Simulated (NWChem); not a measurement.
Species: C4H2BrCl; SMILES Br/C(Cl)=C\C#C

Results from NWChem. Geometry: optimised at PBE0/def2-SVP. Solvent water, SMD (1 M gas to 1 M solution), gas-phase geometry.

```json
[
 {"level": "M06-2X/STO-3G", "basis functions": "49", "solvation free energy (kcal/mol)": "1.4", "cavity-dispersion-structure term (kcal/mol)": "3.4", "dipole in solution (D)": "1.63", "relative time": "1"},
 {"level": "M06-2X/def2-SVP", "basis functions": "116", "solvation free energy (kcal/mol)": "-0.5", "cavity-dispersion-structure term (kcal/mol)": "3.4", "dipole in solution (D)": "1.37", "relative time": "4"},
 {"level": "M06-2X/def2-SVPD", "basis functions": "164", "solvation free energy (kcal/mol)": "-0.7", "cavity-dispersion-structure term (kcal/mol)": "3.4", "dipole in solution (D)": "1.68", "relative time": "10"},
 {"level": "M06-2X/def2-TZVP", "basis functions": "221", "solvation free energy (kcal/mol)": "-0.7", "cavity-dispersion-structure term (kcal/mol)": "3.4", "dipole in solution (D)": "1.44", "relative time": "8"}
]
```

Times are rough ratios from one shared machine.
